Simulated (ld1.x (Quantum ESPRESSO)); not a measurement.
# How hard is this tellurium (Te) ultrasoft potential?

ld1.x (Quantum ESPRESSO) 7.5 input, shortened:

```
&input
   title='Te', zed=52., rel=1, dft='PBE', iswitch=3,
   config='[Kr] 4d10 5s2 5p2'
 /
 &inputp
   pseudotype=3, tm=.true., lloc=-1, rcloc=1.95,
   nlcc=.false.,
   which_augfun='PSQ', rmatch_augfun_nc=.true.
 /
4
5S  1  0   2.00   0.00  1.45  1.95  0.0
5S  1  0   0.00   0.90  1.45  1.95  0.0
5P  2  1   2.00   0.00  1.85  2.10  0.0
5P  2  1   0.00   0.55  1.85  2.10  0.0
 &test
   configts(1)='5s2 5p2'
 /
```

The pseudo-atom Hamiltonian at the reference potential is diagonalised in spherical Bessel functions j_l(qr) that vanish at 20 bohr, with q² up to the cutoff. All-electron valence levels (Ry): 5s -2.4045, 5p -1.6393.

Q: How do the lowest levels (Ry) of each channel move with the cutoff, and are there ghosts?

A:

| cutoff (Ry) | s #1 | p #1 | p #2 | d #1 | d #2 | f #1 | f #2 | Σ f·Δε (mRy) |
| --- | --- | --- | --- | --- | --- | --- | --- | --- |
| 8 | -2.4015 | -1.6390 | -0.5693 | -1.1152 | -0.4103 | -0.3337 | -0.1847 | 6.9 |
| 10 | -2.4037 | -1.6391 | -0.5693 | -1.1636 | -0.4223 | -0.3351 | -0.1856 | 2.3 |
| 12 | -2.4041 | -1.6391 | -0.5693 | -1.1966 | -0.4304 | -0.3358 | -0.1860 | 1.5 |
| 18 | -2.4043 | -1.6392 | -0.5694 | -1.2334 | -0.4396 | -0.3366 | -0.1865 | 0.9 |
| 21 | -2.4044 | -1.6393 | -0.5694 | -1.2381 | -0.4408 | -0.3367 | -0.1866 | 0.5 |
| 25 | -2.4045 | -1.6394 | -0.5694 | -1.2403 | -0.4414 | -0.3367 | -0.1866 | 0.3 |
| 400 | -2.4045 | -1.6394 | -0.5694 | -1.2419 | -0.4419 | -0.3368 | -0.1866 | 0.0 |

Result: ghost state, extra bound levels that the all-electron valence spectrum of the same l lacks: d at -16.9 eV (a true bound ghost makes a file unfit for plane-wave use); 10 mRy is reached at 8 Ry and 1 mRy at 18 Ry.

Test run stopped at test 3 of 7 (negative rho).
